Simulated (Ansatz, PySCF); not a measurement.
Torsion H3–Si1–Si2–H4 in H4Si2 (SMILES [SiH][SiH3]); at each angle all else is relaxed with GFN2-xTB, and the levels are single points there.
Geometry at 80° (charge 0, multiplicity 1):
```xyz
6

Si     1.52764    -0.89699    -0.11597
Si    -0.54829     0.04017     0.07755
H      2.43429     0.29612    -0.06166
H     -0.94783     0.56838    -1.24020
H     -0.95137     1.10633     1.00986
H     -1.49054    -1.05606     0.36702
```

| level | energy at 0° less that at 80° (kJ/mol) | minus CCSD(T)/CBS(cc-pV(T+d)Z, cc-pV(Q+d)Z) | cost |
|---|---|---|---|
| HF/3-21G | 1.8 | 0.6 | - |
| HF/cc-pV(T+d)Z | 1.8 | 0.6 | - |
| HF/cc-pV(Q+d)Z | 1.8 | 0.7 | - |
| SVWN5/def2-TZVPP | -0.8 | -2.0 | ×0.8 |
| PBE/def2-TZVPP | -0.5 | -1.7 | ×1 |
| B3LYP/6-31G* | 0.3 | -0.9 | - |
| B3LYP/LANL2DZ | 0.5 | -0.7 | - |
| B3LYP-D3(BJ)/def2-TZVPP | 0.3 | -0.9 | ×1 |
| MP2/cc-pV(D+d)Z | 0.9 | -0.3 | - |
| CCSD/cc-pV(T+d)Z | 1.3 | 0.2 | - |
| CCSD/cc-pV(Q+d)Z | 1.4 | 0.2 | - |
| CCSD(T)/cc-pV(D+d)Z | 1.3 | 0.2 | ×1 |
| CCSD(T)/cc-pV(T+d)Z | 1.2 | 0.0 | ×7 |
| CCSD(T)/CBS(cc-pV(T+d)Z, cc-pV(Q+d)Z) | 1.2 | 0.0 | ×500* |

 The comparison column counts from a level with limits of its own.

The rows run from -0.8 (SVWN5/def2-TZVPP) to 1.8 kJ/mol (HF/cc-pV(Q+d)Z). In cc-pV(T+d)Z the value moves HF 1.8, CCSD 1.3, CCSD(T) 1.2, a shift of -0.6 from HF to CCSD(T).

On the grid 0° to 120°, 0° is the highest and 80° the lowest point at CCSD(T)/CBS(cc-pV(T+d)Z, cc-pV(Q+d)Z).

Cores are frozen in the correlated methods. CBS(a, b) extrapolates the correlation energy as X⁻³ and adds the Hartree–Fock energy of set b. Rows in 3-21G, 6-31G*, LANL2DZ carry no dispersion term and start afresh at each structure (6-31G* with six Cartesian d functions). LANL2DZ brings its own core potentials from Na on.

Programs: Ansatz (Gaussian orbitals); PySCF for 3-21G rows, 6-31G* rows, LANL2DZ rows, the dispersion terms. Each number belongs to the level named beside it.

Costs are rough ratios of core time to PBE/def2-TZVPP (about 1.8 s over the structures, on one shared machine); a dash marks a level with no comparable run of its own. A star marks coupled-cluster runs past 200 virtual orbitals, where the program's memory plan changes under this machine's limit, so their costs aren't comparable with smaller runs.

Ansatz is a program for electronic structure.
